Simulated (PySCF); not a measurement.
Atomic charges by several schemes

Compound: C4H7O3S (charge -1).
Atom-mapped SMILES: `[CH2:1]=[CH:2][CH2:3][CH2:4][S:5](=[O:6])(=[O:7])[O-:8]` (hydrogens: H9, H10 on C1; H11 on C2; H12, H13 on C3; H14, H15 on C4)

Geometry (GFN2-xTB, Å), atoms numbered from 1 in this order:
```
atom  x, y, z in Å
C1     2.6652    0.0726    0.4294
C2     1.6353    0.1943   -0.3902
C3     0.2291    0.4559    0.0272
C4    -0.7194   -0.6515   -0.3712
S5    -2.3794   -0.0293    0.1241
O6    -2.5274    1.2255   -0.6127
O7    -2.2911    0.1424    1.5723
O8    -3.3165   -1.0716   -0.2925
H9     2.5504    0.1802    1.4958
H10    3.6634   -0.1374    0.0769
H11    1.7837    0.0743   -1.4580
H12   -0.1517    1.3645   -0.4499
H13    0.1525    0.5903    1.1071
H14   -0.7529   -0.8218   -1.4429
H15   -0.5455   -1.5804    0.1627
```

Density: PBE0/pcSseg-1 (PySCF); schemes: Mulliken, IAO, Hirshfeld and ESP-fitted. One conformer (not necessarily the lowest) at the GFN2-xTB geometry, without solvent, vibrations or thermal averaging. The pcSseg-1 basis has no diffuse functions, a weakness for an anion.

**Question.** Atoms with like bonding are taken together and averaged. At which atom do the 4 schemes differ most?

**Answer.** At S5: from +0.443 (Hirshfeld) to +2.196 e (IAO), 1.753 e apart.

**Question.** Which atoms carry the highest charge in the Mulliken, IAO, Hirshfeld and ESP-fitted schemes?

**Answer.** All schemes agree: Mulliken S5 (+1.162); IAO S5 (+2.196); Hirshfeld S5 (+0.443); ESP-fitted S5 (+1.214).

**Question.** Which atoms carry the lowest charge in the Mulliken, IAO, Hirshfeld and ESP-fitted schemes?

**Answer.** The schemes don't all agree: Mulliken O6/O7 (-0.651); IAO O6/O7 (-0.982); Hirshfeld O8 (-0.439); ESP-fitted O8 (-0.696).

**Question.** Give the atomic charges in each scheme.

**Answer.** In e; atoms taken as equivalent share a row and are averaged (×n: the atom named and its like, n in all):

```tsv
atom	environment	Mulliken	IAO	Hirshfeld	ESP-fitted
C1	terminal =CH2 carbon	-0.180	-0.359	-0.139	-0.581
C2	alkene CH carbon	-0.207	-0.110	-0.035	-0.144
C3	allylic carbon	-0.229	-0.274	-0.086	+0.204
C4	sp3 carbon bound to sulfur	-0.367	-0.484	-0.109	-0.365
S5	sulfonyl sulfur	+1.162	+2.196	+0.443	+1.214
O6/O7	oxygen bonded to S	-0.651	-0.982	-0.420	-0.681
O8	oxygen bonded to S	-0.646	-0.980	-0.439	-0.696
H9	vinylic hydrogen	+0.095	+0.135	+0.032	+0.207
H10	vinylic hydrogen	+0.083	+0.128	+0.024	+0.184
H11	vinylic hydrogen	+0.082	+0.127	+0.034	+0.130
H12/H13	methylene hydrogen	+0.139	+0.155	+0.031	+0.010
H14/H15	methylene hydrogen	+0.116	+0.138	+0.027	+0.094
```

Mean size of the charges over all atoms: IAO 0.490 e, ESP-fitted 0.353 e, Mulliken 0.324 e, Hirshfeld 0.153 e. Each set sums to the total charge, -1, to within 0.001 e. The Mulliken scheme gives each basis function's population to the atom it is centred on and halves the overlap population of two atoms between them. The IAO scheme counts the electrons in orthogonalised intrinsic atomic orbitals, a minimal basis polarised so that it spans the occupied orbitals exactly.

Some averages cover members that differ in this geometry: H12/H13, ESP-fitted -0.003 to +0.023 e.

**Question.** How closely do the schemes follow one another over all atoms?

**Answer.** Correlation coefficient and root-mean-square difference: Mulliken with IAO 0.99, 0.312 e; Mulliken with Hirshfeld 0.96, 0.236 e; IAO with Hirshfeld 0.95, 0.536 e; IAO with ESP-fitted 0.95, 0.324 e; Mulliken with ESP-fitted 0.94, 0.167 e; Hirshfeld with ESP-fitted 0.93, 0.286 e.

**Question.** Sum the charges by element, for elements with more than one atom.

**Answer.** 
| element | atoms | Mulliken | IAO | Hirshfeld | ESP-fitted |
| --- | --- | --- | --- | --- | --- |
| C | 4 | -0.982 | -1.227 | -0.370 | -0.886 |
| O | 3 | -1.950 | -2.945 | -1.279 | -2.057 |
| H | 7 | +0.770 | +0.976 | +0.206 | +0.729 |

**Question.** How many electrons does the IAO scheme count on C4?

**Answer.** Z − q = 6 − (-0.484) = 6.484.

The run behind these numbers computed NMR shieldings as well. On one thread of an Arm Neoverse V2, shared host, this took 21 s and 0.80 GiB of memory at its peak.
